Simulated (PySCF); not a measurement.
**Two-component Hartree-Fock for Tl⁺ (thallium, charge +1)**

Start: [Xe] 4f14 5d10 6s2. Calculated with PySCF 2.14 in x2c-SVPall-2c: generalised Hartree-Fock with the X2C-1e Hamiltonian and a Gaussian nucleus; one run each with spin-orbit coupling (SO) switched off, then screened by Boettger's factors.

```tsv
spinor shell	electrons	ε, spin-free (eV)	ε, screened SO (eV)	weight of nominal j (screened SO)	rms radius, screened SO (bohr)
1s1/2	2	-86021.1	-85984.8	1.000	0.0184
2s1/2	2	-15481.9	-15470.3	1.000	0.0743
2p1/2	2	-13335.0	-14827.5	1.000	0.0628
2p3/2	4	-13335.0	-12755.8	1.000	0.0710
3s1/2	2	-3775.5	-3771.6	1.000	0.189
3p1/2	2	-3148.0	-3482.5	1.000	0.181
3p3/2	4	-3148.0	-3015.1	1.000	0.197
3d3/2	4	-2485.5	-2542.6	1.000	0.174
3d5/2	6	-2485.5	-2443.9	1.000	0.178
4s1/2	2	-888.39	-887.16	1.000	0.416
4p1/2	2	-678.97	-761.21	1.000	0.420
4p3/2	4	-678.97	-646.04	1.000	0.454
4d3/2	4	-427.60	-439.79	1.000	0.468
4d5/2	6	-427.60	-418.37	1.000	0.474
5s1/2	2	-160.64	-160.48	1.000	0.941
4f5/2	6	-147.88	-149.83	1.000	0.512
4f7/2	8	-147.88	-145.41	1.000	0.514
5p1/2	2	-100.92	-115.95	1.000	1.01
5d3/2	4	-30.304	-31.571	1.000	1.45
5d5/2	6	-30.304	-29.390	1.000	1.49
6s1/2	2	-18.753	-18.784	1.000	2.64
```

Q: Where does 5p3/2 lie, and what is the 5p spin-orbit splitting (screened SO)?

A: At -95.081 eV, 20.870 eV above 5p1/2.

| quantity | spin-free | screened SO |
| --- | --- | --- |
| E (hartree) | -20228.93997 | -20263.62710 |
| M_J | 0 | 0 |
| ⟨J²⟩ | 0.000 | 0.000 |
| ⟨L²⟩ | 0.000 | 0.184 |
| ⟨S²⟩ | 0.000 | 0.184 |

Breit and QED terms are absent; they matter most for the inner s and p1/2 levels.

Densities and radii are taken from the X2C orbitals without a picture-change correction, which distorts them close to the nucleus.

Without spin-orbit coupling the j labels of p, d and f shells carry no meaning; the spin-free column gives the mean over the occupied spinors of each nl shell.
